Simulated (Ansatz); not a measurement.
Stepwise reaction of `F[Si](Cl)(Cl)[SiH2]Cl` with hydrogen fluoride, as a gas-phase model of exchange steps in deposition or etching. ΔE in kJ/mol.

Isolated molecules relaxed with PBE0-D4/def2-TZVP in Ansatz; ΔE leaves out vibrations. CBS: MP2 limit from def2 TZ/QZ plus the TZ coupled-cluster correction, frozen cores. This one scheme is used for every species. DFT in def2-TZVPP. B3LYP here is the variant with VWN-RPA as its local correlation; programs differ in this. One conformer a species, not always the lowest.

```csv
step,reaction,PBE-D4,B3LYP-D4,ωB97M-V,CCSD(T)/CBS
1,`F[Si](Cl)(Cl)[SiH2]Cl` + H–F → `F[Si](F)(Cl)[SiH2]Cl` + HCl,-37.2,-47.0,-46.3,-43.6
2,`F[Si](F)(Cl)[SiH2]Cl` + H–F → `F[Si](F)(F)[SiH2]Cl` + HCl,-40.3,-50.1,-49.3,-48.0
```

By hand: ΔE of the 2 steps together at CCSD(T)/CBS.

(-43.6) + (-48.0) = -91.6 kJ/mol, or -45.8 kJ/mol a step.

In ΔE the steps differ by no more than 4.4 kJ/mol. All are downhill at CCSD(T)/CBS. PBE-D4 differs from CCSD(T)/CBS by 6.4 to 7.7 kJ/mol a step. Only this route is followed, and other bonds may react first. Isolated molecules leave out the surface, adducts and barriers. Largest T1 diagnostic: 0.012.
